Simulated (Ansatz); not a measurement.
Mulliken charges of CH$_{3}$F$_{2}$GeN (`F[C@@H]1[NH][Ge@@H]1[F]`) from r2SCAN/def2-TZVPP in Ansatz (PBE0-D4/def2-TZVP geometry).

| atom | x (Å) | y (Å) | z (Å) | charge (e) |
| --- | --- | --- | --- | --- |
| F1 | 0.163 | 1.789 | 0.723 | -0.209 |
| C2 | -0.116 | 0.449 | 0.848 | 0.192 |
| N3 | 0.856 | -0.445 | 0.328 | -0.421 |
| Ge4 | -0.556 | -0.478 | -0.801 | 0.551 |
| F5 | -0.444 | 0.489 | -2.236 | -0.364 |
| H6 | -0.508 | 0.283 | 1.852 | 0.074 |
| H7 | 1.851 | -0.333 | 0.454 | 0.161 |
| H8 | -1.153 | -1.812 | -1.225 | 0.016 |

Question: By hand: the dipole of these point charges (1 e Å = 4.8032 D).

Answer: Σ q r = (-0.319, -0.603, 0.437) e Å, of length 0.810 e Å = 3.89 D.

Question: How does the dipole of the full density compare? (An estimate is asked.)

Answer: Ansatz gave: (-0.026, -0.471, 0.260) e Å, 2.59 D; the point charges give 1.50 times that, at 22° from its direction.

Point charges leave out the atoms' own dipoles, such as those of lone pairs, and Mulliken's split depends on the basis, so the two needn't agree.
